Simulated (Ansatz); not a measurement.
C2H6AlB (`C[B]1[CH2][AlH]1`), relaxed with RKS PBE0-D4/def2-TZVP in Ansatz from a PBE-D4/def2-SVP geometry. The force threshold is 0.005 eV/Å; the program also tests the step.

Total charge 0; spin multiplicity 1.

Start:

```xyz
10

C    -0.214    1.313    1.123
B    -0.018    0.253   -0.013
C     0.090   -1.222   -0.076
Al    0.229   -0.178   -1.944
H    -1.130    1.919    0.959
H     0.631    2.032    1.155
H    -0.295    0.838    2.125
H     0.231   -1.914   -0.952
H     0.039   -1.876    0.818
H     0.438   -1.165   -3.196
```

By how much does the energy fall, and how many steps does the optimiser take? (Best estimate.)

The calculation gave: 0.04 eV, in 6 steps.

Which bonds change most? (Best estimate.)

Ansatz gave: C3–Al4 from 2.144 to 2.106 Å; B2–Al4 from 1.993 to 1.970 Å; Al4–H10 from 1.608 to 1.589 Å; C3–H9 from 1.109 to 1.092 Å.

Give the relaxed structure. (An estimate is asked.)

Ansatz gave: 
```xyz
10

C    -0.212    1.301    1.117
B    -0.015    0.262   -0.027
C     0.088   -1.201   -0.069
Al    0.229   -0.211   -1.923
H    -1.117    1.895    0.961
H     0.619    2.011    1.155
H    -0.290    0.823    2.098
H     0.230   -1.889   -0.931
H     0.033   -1.843    0.811
H     0.434   -1.148   -3.190
```
